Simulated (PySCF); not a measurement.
**Assignment exercise: C$_{7}$H$_{4}$FNO**

Mapped SMILES: `[O:1]=[C:2]=[N:3][c:4]1[cH:5][cH:6][c:7]([F:8])[cH:9][cH:10]1`; H(Xn) means a hydrogen on atom n.

PySCF calculation with GFN2-xTB geometry and σ from GIAO-PBE0/pcSseg-1; rapidly exchanging positions averaged, one computed conformer, relativity neglected, isolated molecule.

Scale: $^{13}$C (σ = 186.93 ppm) and $^{1}$H (σ = 31.72 ppm) against TMS (reference shieldings calculated alike).

Q: Assign these signals to the numbered atoms. $^{13}$C{$^{1}$H} NMR (computed): δ 169.7, 133.7, 133.0, 127.0, 122.8.

A: 
```tsv
δ (ppm)	atoms	environment	reason
169.7	C7	aromatic carbon bearing fluorine	the electronegative substituent deshields the carbon that carries it
133.7	C4	aromatic carbon bearing nitrogen	–
133.0	C5/C10	aromatic CH	the aromatic region
127.0	C2	central carbon of a heterocumulene	–
122.8	C6/C9	aromatic CH	–
```

C4 and C5/C10 lie closer than the usual error of such a calculation, so a measured spectrum could show them in the other order.

Q: Assign these signals to the numbered atoms. $^{1}$H NMR (500 MHz, computed): δ 7.36 (m, 2H), 7.33 (m, 2H).

A: 
```tsv
δ (ppm)	atoms	environment	reason
7.36	H(C5)/H(C10)	hydrogen on an aromatic CH	aromatic region
7.33	H(C6)/H(C9)	hydrogen on an aromatic CH	–
```

H(C5)/H(C10) and H(C6)/H(C9) lie closer than the usual error of such a calculation, so a measured spectrum could show them in the other order.

Splittings by $^{19}$F in the carbon and heteronuclear signals aren't shown, as no couplings were computed. Shifts are as computed. Against solution values, carbons near 30 ppm lie about +3 ppm off and those near 130 ppm about +5 ppm. Of 1211 compounds with measured shifts, 218 miss one by over three times the rms of a fit or turn the order of signals round; such compounds aren't used in these exercises. No couplings were computed; multiplicities are counted from neighbouring protons, with m where these are inequivalent, close in shift, in a saturated or five-membered ring or joined by F or P, and br s for small geminal =CH2 splittings.
